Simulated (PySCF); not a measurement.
**Dipole response of Ru²⁴⁺ (ruthenium, charge +24)**

[Ar] 3d2, high-spin 3F determinant. All numbers are calculated (PySCF 2.14, the non-relativistic Hamiltonian (point nucleus), in an even-tempered Gaussian basis (17 s from 2.9 bohr⁻², ratio 2.5; 11 p from 3.8 bohr⁻², ratio 2.5; 8 d from 3.8 bohr⁻², ratio 2.5; 4 f from 13 bohr⁻², ratio 2.7; 3 g from 20 bohr⁻², ratio 2.7)). Coupled (time-dependent) response in atomic units; α is the mean over directions.

| method | mean α (bohr³) | C₆ (like pair) | S(−4) |
| --- | --- | --- | --- |
| UHF | 0.03791 | 0.009758 | 0.0008011 |
| PBE0 | 0.03780 | 0.009709 | 0.0008020 |

S(−4) is the Cauchy moment in α(ω) = α(0) + S(−4) ω² + …

Spin-orbit coupling is absent.

α(iu) at PBE0:

| u (hartree) | α(iu) (bohr³) |
| --- | --- |
| 0 | 0.03780 |
| 0.900 | 0.03716 |
| 1.80 | 0.03541 |
| 3.60 | 0.03012 |
| 5.40 | 0.02473 |
| 7.20 | 0.02044 |
| 9.00 | 0.01725 |
| 13.5 | 0.01239 |
| 18.0 | 0.009679 |
| 27.0 | 0.006601 |
| 45.0 | 0.003681 |

For an ion, C₆ is the dispersion term alone; charge-induced terms of lower order in 1/R come first.

A non-relativistic calculation at this Z misses sizeable relativistic shifts. Spin-orbit coupling, absent here, splits the open shell strongly.
